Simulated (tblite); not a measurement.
Species: CH6AlBO2.
Numbering: `[BH2:1][O:2][AlH:3][O:4][CH3:5]` (hydrogens: H6, H7 on B1; H8 on Al3; H9, H10, H11 on C5)

Computed with GFN2-xTB (tblite), gas phase: L-BFGS steps from a force-field or distance-geometry start until the largest atomic force falls under 0.01 eV/Å.

Geometry at step 25:
```
atom  x, y, z in Å
B1      2.5071   -0.6037    0.0699
O2      1.5721    0.2781    0.4018
Al3     0.2064    1.2485    0.3398
O4     -1.3123    0.6644    0.0655
C5     -2.1436   -0.3644   -0.3983
H6      2.1775   -1.6005   -0.4847
H7      3.6482   -0.3933    0.3083
H8      0.4301    2.7124    0.3034
H9     -1.7018   -0.8193   -1.2842
H10    -3.1278    0.0146   -0.6734
H11    -2.2505   -1.1342    0.3658
```

Q: What forces act on the atoms?

A: 
```tsv
atom	Fx (eV/Å)	Fy (eV/Å)	Fz (eV/Å)
B1	0.146	-0.170	-0.030
O2	-0.107	0.074	-0.127
Al3	0.166	-0.026	-0.022
O4	0.092	-0.082	-0.021
C5	-0.111	-0.158	-0.091
H6	0.157	0.075	0.089
H7	-0.132	0.017	0.031
H8	-0.028	0.188	0.091
H9	0.002	-0.101	-0.071
H10	-0.093	0.209	0.103
H11	-0.091	-0.025	0.048
```

The largest, 0.25 eV/Å, acts on H10; the rms over all components is 0.105 eV/Å. The forces sum to zero within rounding, as they must for an isolated molecule in no field.

Q: Give the force on H10 in Eh/bohr and in nN.

A: 0.251 eV/Å ÷ 51.422 = 0.00488 Eh/bohr, and 0.251 eV/Å × 1.602 = 0.40 nN.

Q: How far is this geometry from the end of the optimisation?

A: 0.331 eV above it, and 0.773 Å rms away after alignment. The bonds farthest from their final lengths, with half the difference of the two atoms' forces along the bond (positive lengthens):

```tsv
bond	now (Å)	final (Å)	force along bond (eV/Å)
Al3–H8	1.481	1.498	+0.09
B1–H6	1.187	1.180	-0.13
O2–Al3	1.677	1.669	-0.14
Al3–O4	1.650	1.643	+0.04
B1–H7	1.185	1.180	-0.11
C5–H9	1.089	1.092	0.00
```

The angle farthest from its final value is Al3–O4–C5, 149.4° against 176.6°.

What follows is the cost of the whole relaxation. The run took 0.56 s wall on one thread, Arm Neoverse V1 (aarch64) (shared host).
